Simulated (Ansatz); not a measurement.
Mulliken charges of `C=[CH][GaH][Cl]` from B3LYP/def2-TZVPP in Ansatz (PBE0-D4/def2-TZVP geometry).

```tsv
atom	x (Å)	y (Å)	z (Å)	charge (e)
C1	-0.400	1.402	0.245	-0.183
C2	0.491	0.451	-0.035	-0.200
Ga3	-0.051	-1.403	-0.162	0.384
Cl4	1.492	-2.835	-0.619	-0.300
H5	-1.451	1.179	0.410	0.103
H6	-0.125	2.451	0.323	0.113
H7	1.530	0.734	-0.191	0.117
H8	-1.486	-1.979	0.029	-0.035
```

By hand: the dipole of these point charges (1 e Å = 4.8032 D).

Σ q r = (-0.425, 0.519, 0.141) e Å, of length 0.685 e Å = 3.29 D.

How does the dipole of the full density compare? (Estimate.)

Computed: (-0.270, 0.478, 0.108) e Å, 2.69 D; the point charges give 1.22 times that, at 10° from its direction.

Point charges leave out the atoms' own dipoles, such as those of lone pairs, and Mulliken's split depends on the basis, so the two needn't agree.

B3LYP here is the variant with VWN-RPA as its local correlation; programs differ in this.
